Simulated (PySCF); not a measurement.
# Static response to an electric field

Compound: TeI2Me2, C2H6I2Te.
Cartesian coordinates in Å at the PBE0-D3(BJ)/def2-SVP level; atoms count from 1:
```
atom  x, y, z in Å
Te1   -0.7024   -0.9306    0.0433
I2    -0.6038   -0.7487    2.9444
I3    -0.6452   -0.9758   -2.8668
C4     1.4343   -0.7836   -0.0460
H5     1.7895   -1.6836   -0.5630
H6     1.8089   -0.7205    0.9826
H7     1.6741    0.1089   -0.6364
C8    -1.1146    1.1729    0.0354
H9    -2.0639    1.3111    0.5674
H10   -1.1775    1.4975   -1.0103
H11   -0.3012    1.6670    0.5803
```

Level: B3LYP/def2-SVPD (PySCF), static field, nuclei fixed, core orbitals frozen in the response. The polarisability tensor in these axes (au):

```
x   122.03  -4.75   0.52
y    -4.75 119.89   6.60
z     0.52   6.60 272.87
```

**Question.** Diagonalise the tensor; give its mean and Δα, where Δα² is half the sum of the squared differences of the eigenvalues.

**Answer.** Principal values 115.90, 125.74 and 273.16 au; mean 171.60 au = 25.43 Å³ = 28.29 × 10⁻⁴⁰ C²·m²/J; Δα = 152.58 au (89 % of the mean).

**Question.** What is the dipole moment, and where does it point?

**Answer.** (0.98, 1.37, -0.04) D, 1.69 D in size, pointing from the negative to the positive side. Measured along this direction, the outermost atoms are Te1 and I3 at the negative end and H11 and H7 at the positive end.

**Question.** Find the Langevin capture rate constant for NO+ (29.998 u) meeting this molecule (413.762 u), k = 2.342 × 10⁻⁹ cm³/s × √(α in Å³ / reduced mass in u).

**Answer.** The reduced mass is 27.97 u, so k = 2.23 × 10⁻⁹ cm³/s. The formula leaves out the permanent dipole, which adds to the capture rate.

**Question.** Rayleigh depolarisation ratio (linearly polarised light, static tensor)?

**Answer.** ρ = 3Δα²/(45ᾱ² + 4Δα²) = 69840.2/(1325066 + 93120.3) = 0.0492.

**Question.** In TDDFT the mean static polarisability is Σ f/ω² over all singlet excitations (ω in hartree). How much of it do the 10 lowest give? Their energies (eV) and oscillator strengths: 3.33, 0.0182; 3.44, 0.0005; 3.46, 0.0017; 3.46, 0.0014; 4.08, 0.0057; 4.28, 0.1452; 4.36, 0.0004; 4.43, 0.0003; 4.49, 0.0114; 4.80, 0.0033.

**Answer.** They add up to 8.11 au, 4.7 % of the 171.60 au; the largest single term is 5.87 au, from the state at 4.28 eV. Terms in order: 1.22, 0.03, 0.11, 0.08, 0.25, 5.87, 0.02, 0.01, 0.42, 0.10 au. Higher excitations give the rest. The strengths listed sum to 0.188.

Isolated species at its PBE0-D3(BJ)/def2-SVP geometry, gas phase. Atoms past krypton carry effective core potentials; spin–orbit coupling is left out.

These values come from a run that also computed excited states and ΔSCF ions. Time: 5.1 min wall (with the writing of density and orbital grids); peak memory 1.1 GiB. Hardware: one thread of an Arm Neoverse V1, on a shared host.
